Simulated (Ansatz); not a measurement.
Consider the redistribution: `N/C=C/[SiH2]Cl` + `CN([SiH3])[SiH3]` → `CN([SiH3])[SiH2]Cl` + `N/C=C/[SiH3]`.

Calculated with Ansatz (gas phase, PBE0-D4/def2-TZVP geometries, no zero-point term in ΔE). CBS: MP2 limit from def2 TZ/QZ plus the TZ coupled-cluster correction, frozen cores. Double bonds are as drawn, so ΔE can hold a change between cis and trans. Functionals use def2-TZVPP. One conformer a species, not always the lowest.

```
         level  ΔE (kJ/mol)
     r2SCAN-D4         -7.6
MP2/def2-QZVPP         -7.9
```

Task: What does CCSD(T)/CBS give? (Estimate.)

Result: Computed: -8.7 kJ/mol. The listed levels differ from it by 1.1, 0.8 kJ/mol.

Largest T1 diagnostic among the species: 0.012.

In def2-TZVPP, CCSD(T) changes the Hartree–Fock value by −4.3 kJ/mol (the triples alone add −0.6 kJ/mol) and MP2 by −3.4 kJ/mol.
